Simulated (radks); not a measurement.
Results of a calculation; reference values are marked as such.
The lanthanum ion La52+, 5 electrons, occupied as [He] 2s2 2p1 (the NIST ground configuration). Code: a radial shooting solver on a logarithmic mesh with Libxc functionals. Model: scalar-relativistic Kohn-Sham, r2SCAN, spin-polarised, spherical densities, finite nucleus; open shells are filled with parallel spins first (spin-orbit coupling, left out, can overturn this in heavy ions); meta-GGA in the generalised Kohn-Sham scheme; Fermi nuclear charge, rms radius 4.855 fm.

Unscreened Slater integrals over Kohn-Sham orbitals (hartree). They are taken over the spin-up orbitals.

F0(2p,2p): 10.259
F2(2p,2p): 4.9054
F0(2p,2s): 9.3804
G1(2p,2s): 5.2676
F0(2p,1s): 13.859
G1(2p,1s): 2.7663
F0(2s,2s): 8.8355
F0(2s,1s): 12.436
G0(2s,1s): 1.2890
F0(1s,1s): 37.829

Derived for the open shells (J is the average intra-shell exchange parameter used in DFT+U). 2p: J = F2/5 = 0.9811 hartree.
